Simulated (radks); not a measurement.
The argon ion Ar4+, 14 electrons, occupied as [Ne] 3s2 3p2. Calculated with a radial shooting solver on a logarithmic mesh with Libxc functionals: scalar-relativistic Kohn-Sham, PBEsol, spin-polarised, spherical densities, point nucleus; open shells are filled with parallel spins first.

Local quantities along the radius. ELF = 1/(1 + alpha^2) is the electron localisation function; alpha = (tau - tau_W)/tau_unif compares the Pauli kinetic energy density with that of the uniform gas (summed over spins); -r V(r) is the screened charge that the Kohn-Sham potential of spin up presents (atomic units); 4 pi r^2 rho is in e/bohr; r v_xc is r times the local exchange-correlation potential of spin up (hartree bohr). tau is taken from the large components.

r (bohr)    ELF    alpha  -r V(r)  4 pi r^2 rho   r v_xc
0.005656  1.000  0.01261    17.72         1.317  -0.1026
0.007132  1.000  0.01346    17.64         1.979  -0.1224
0.008995  1.000  0.01467    17.54         2.931  -0.1464
0.01143   1.000  0.01648    17.41         4.321  -0.1761
0.01442   1.000  0.01906    17.26         6.149  -0.2101
0.01819   0.999  0.02294    17.06         8.510  -0.2493
0.02293   0.999  0.02903    16.81         11.37  -0.2933
0.02916   0.998  0.03959    16.50         14.66  -0.3426
0.03677   0.997  0.05788    16.13         17.73  -0.3915
0.04637   0.991  0.09316    15.69         20.06  -0.4380
0.05895   0.971   0.1716    15.15         20.94  -0.4783
0.07434   0.892   0.3475    14.55         19.93  -0.5042
0.09375   0.639   0.7509    13.85         17.52  -0.5150
0.1182    0.323    1.446    13.06         15.09  -0.5164
0.1503    0.241    1.774    12.15         14.46  -0.5400
0.1895    0.409    1.202    11.26         16.46  -0.6367
0.239     0.692   0.6665    10.30         19.62  -0.7506
0.3015    0.836   0.4424    9.329         20.92  -0.8358
0.3832    0.860   0.4037    8.361         18.00  -0.8600
0.4833    0.742   0.5897    7.505         12.04  -0.8029
0.6095    0.289    1.570    6.736         6.498  -0.6901
0.7686    0.115    2.780    6.088         3.997  -0.6222
0.9771    0.479    1.042    5.719         3.917  -0.8085
1.232     0.863   0.3991    5.363         3.767  -0.8961
1.554     0.882   0.3664    5.035         2.499  -0.8556
1.976     0.732   0.6058    4.681        0.9874  -0.6363
2.491     0.312    1.485    4.460        0.2314  -0.4533
3.142     0.032    5.536    4.352       0.02874  -0.3518
3.963     0.001    34.20    4.169      0.001626  -0.1685

On this mesh the ELF has minima near r = 0.15, 0.77 bohr, which separate the shells, and maxima near 0.34 (0.86), 1.4 (0.89).

Self-consistent cycle (total energy in hartree, residual of the potential): 1: -520.997716, 7e+00; 2: -522.377940, 4e+00; 3: -523.227621, 2e-01; 4: -523.229201, 9e-02; 5: -523.229544, 2e-02; 6: -523.229575, 2e-04; 7: -523.229575, 4e-05; 8: -523.229575, 2e-06; 9: -523.229575, 9e-07; 10: -523.229575, 5e-07; 11: -523.229575, 4e-08; 12: -523.229575, 8e-09; 13: -523.229575, 4e-09; 14: -523.229575, 2e-10.
